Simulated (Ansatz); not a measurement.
Computed with Ansatz on PBE0-D4/def2-TZVP structures; ΔE is electronic, products minus reactants. CBS: MP2 limit from def2 TZ/QZ plus the TZ coupled-cluster correction, frozen cores. This one scheme is used for every species, atoms too. Functionals use def2-TZVPP. B3LYP here is the variant with VWN-RPA as its local correlation; programs differ in this. HSE06 is defined as in plane-wave codes. Open shells (•) are unrestricted, without spin–orbit coupling. Each species was taken in one conformer, which may not be the lowest.

Consider the hydrogen abstraction from a C–H bond: `C[SiH](O)Cl` + H• → `[CH2][SiH](O)Cl`• + H₂.

```csv
level,ΔE (kcal/mol),difference from CCSD(T)/CBS
LDA (SPW92),5.8,6.6
PBE-D4,1.4,2.2
revPBE-D4,-1.2,-0.4
BLYP-D4,-3.7,-2.9
r2SCAN-D4,-3.3,-2.5
B97M-V,-0.4,0.4
PBE0-D4,1.3,2.1
B3LYP-D4,-3.2,-2.4
r2SCANh-D4,-3.2,-2.4
HSE06-D4,1.3,2.1
BHLYP-D4,-3.2,-2.4
CAM-B3LYP-D4,-1.6,-0.8
ωB97X-V,0.8,1.6
ωB97M-V,0.4,1.2
B2PLYP,-1.4,-0.6
revPBE,-2.2,-1.4
BLYP,-4.3,-3.5
r2SCAN,-3.4,-2.6
PBE0,1.0,1.8
B3LYP,-3.6,-2.8
r2SCANh,-3.2,-2.4
r2SCAN0,-3.1,-2.3
HSE06,1.1,1.9
BHLYP,-3.5,-2.7
CAM-B3LYP,-1.8,-1.0
LC-ωPBE,1.0,1.8
HF/def2-SVP,0.4,1.2
MP2/def2-SVP,6.5,7.3
CCSD/def2-SVP,1.1,1.9
CCSD(T)/def2-SVP,1.9,2.7
HF/def2-TZVPP,-2.2,-1.4
MP2/def2-TZVPP,4.0,4.8
SCS-MP2/def2-TZVPP,1.0,1.8
CCSD/def2-TZVPP,-1.9,-1.1
CCSD(T)/def2-TZVPP,-0.8,0.0
HF/def2-QZVPP,-2.3,-1.5
MP2/def2-QZVPP,4.0,4.8
SCS-MP2/def2-QZVPP,1.0,1.8
HF/CBS(def2),-2.4,-1.6
MP2/CBS(def2),4.0,4.8
CCSD(T)/CBS,-0.8,0
```

Largest T1 diagnostic among the species: 0.011.

In def2-TZVPP, CCSD(T) changes the Hartree–Fock value by +1.4 kcal/mol (the triples alone add +1.1 kcal/mol) and MP2 by +6.2 kcal/mol. At CCSD(T), def2-SVP lies +2.7 kcal/mol from the extrapolated value and def2-TZVPP +0.0 kcal/mol. From BLYP to BHLYP (50 % exact exchange), in def2-TZVPP and without D4, ΔE moves by +0.8 kcal/mol.
